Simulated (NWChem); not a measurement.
System: SeBrCl; SMILES Cl[Se]Br

Input file for NWChem:

```
start job
memory heap 200 mb stack 900 mb global 1100 mb
geometry units angstroms noautoz
  Se     0.744583    -0.581365     0.000000
  Cl    -0.980607    -1.905136     0.000000
  Br    -0.241467     1.510552     0.000000
end
basis spherical
  * library def2-svp
end
dft
  xc xpbe96 cpbe96
  iterations 150
end
tddft
  nroots 6
  notriplet
end
task tddft energy
```

Output (shortened):

```
             Northwest Computational Chemistry Package (NWChem) 7.3.0
             --------------------------------------------------------

 CS  symmetry detected

                             Geometry "geometry" -> ""
                             -------------------------

 Output coordinates in angstroms (scale by  1.889725989 to convert to a.u.)

  No.       Tag          Charge          X              Y              Z
 ---- ---------------- ---------- -------------- -------------- --------------
    1 Se                  34.0000     0.74648552    -0.58441061     0.00000000
    2 Cl                  17.0000    -0.96928027    -1.92037393     0.00000000
    3 Br                  35.0000    -0.25436409     1.50046622     0.00000000

 Effective nuclear repulsion energy (a.u.)     503.0445916346

      Symmetry information
      --------------------

 Group name             Cs
 Group number              2
 Group order               2
 No. of unique centers     3

  pbe96 is a nonlocal functional; adding pw91lda local functional.

                                 NWChem DFT Module
                                 -----------------

 Summary of "ao basis" -> "ao basis" (spherical)
 ------------------------------------------------------------------------------
       Tag                 Description            Shells   Functions and Types
 ---------------- ------------------------------  ------  ---------------------
 Se                         def2-svp                12       32   5s4p3d
 Cl                         def2-svp                 8       18   4s3p1d
 Br                         def2-svp                12       32   5s4p3d

      Symmetry analysis of basis
      --------------------------

        a'         57
        a"         25

            General Information
            -------------------
          SCF calculation type: DFT
          Wavefunction type:  closed shell.
          No. of atoms     :     3
          No. of electrons :    86
           Alpha electrons :    43
            Beta electrons :    43
          Charge           :     0
          Spin multiplicity:     1
          Use of symmetry is: off; symmetry adaption is: on
          Maximum number of iterations: 150
          AO basis - number of functions:    82
                     number of shells:    32
          Convergence on energy requested:  1.00D-06
          Convergence on density requested:  1.00D-05
          Convergence on gradient requested:  5.00D-04

              XC Information
              --------------
          PerdewBurkeErnzerhof Exchange Functional  1.000
            Perdew 1991 LDA Correlation Functional  1.000 local
           PerdewBurkeErnz. Correlation Functional  1.000 non-local

[...]

                                NWChem TDDFT Module
                                -------------------

            General Information
            -------------------
           No. of orbitals :     164
            Alpha orbitals :      82
             Beta orbitals :      82
        Alpha frozen cores :       0
         Beta frozen cores :       0
     Alpha frozen virtuals :       0
      Beta frozen virtuals :       0
         Spin multiplicity :       1
    Number of AO functions :      82
        Use of symmetry is : off
      Symmetry adaption is : on
         Schwarz screening :  0.10D-07

              XC Information
              --------------
   PerdewBurkeErnzerhof Exchange Functional   1.00
     Perdew 1991 LDA Correlation Functional   1.00 local
    PerdewBurkeErnz. Correlation Functional   1.00 non-local

             TDDFT Information
             -----------------
          Calculation type : TDDFT
         Wavefunction type : Restricted singlets
          No. of electrons :      86
           Alpha electrons :      43
            Beta electrons :      43
              No. of roots :       6
          Max subspacesize :    5200
            Max iterations :     100
               Target root :       1
           Target symmetry : none
      Symmetry restriction : off
                 Algorithm : Optimal
        Davidson threshold :  0.10D-03

    6 smallest eigenvalue differences (eV)
--------------------------------------------------------
  No. Spin  Occ  Vir  Irrep   E(Occ)    E(Vir)   E(Diff)
--------------------------------------------------------
    1    1   43   44 a"       -0.204    -0.133     1.930
    2    1   43   45 a"       -0.204    -0.118     2.354
    3    1   42   44 a'       -0.279    -0.133     3.946
    4    1   41   44 a"       -0.283    -0.133     4.078
    5    1   42   45 a'       -0.279    -0.118     4.370
    6    1   40   44 a'       -0.295    -0.133     4.408
--------------------------------------------------------

  Entering Davidson iterations
  Restricted singlet excited states

  Iter   NTrls   NConv    DeltaV     DeltaE      Time
  ----  ------  ------  ---------  ---------  ---------
    1      6       0     0.23E+00   0.10+100       11.7
    2     12       0     0.11E+00   0.23E-01       10.9
    3     24       0     0.23E-01   0.14E-01       12.6
    4     36       0     0.57E-02   0.27E-03       12.0
    5     48       2     0.10E-02   0.10E-04       13.1
    6     56       4     0.18E-03   0.20E-06       12.6
    7     59       6     0.51E-04   0.68E-08       10.6
  ----  ------  ------  ---------  ---------  ---------
  Convergence criterion met

  Ground state a'      -5434.236258109981 a.u.

  ----------------------------------------------------------------------------
  Root   1 singlet a"             0.083488487 a.u.                2.2718 eV
  ----------------------------------------------------------------------------
     Transition Moments    X -0.00000   Y -0.00000   Z -0.05377
     Dipole Oscillator Strength                    0.0001609212
     Electric Quadrupole                           0.0000000006
     Magnetic Dipole                               0.0000001670
     Total Oscillator Strength                     0.0001610888

[...]
```

Level: PBE/def2-SVP, full TDDFT. Coordinates come from a PBE0/def2-SVP optimisation.
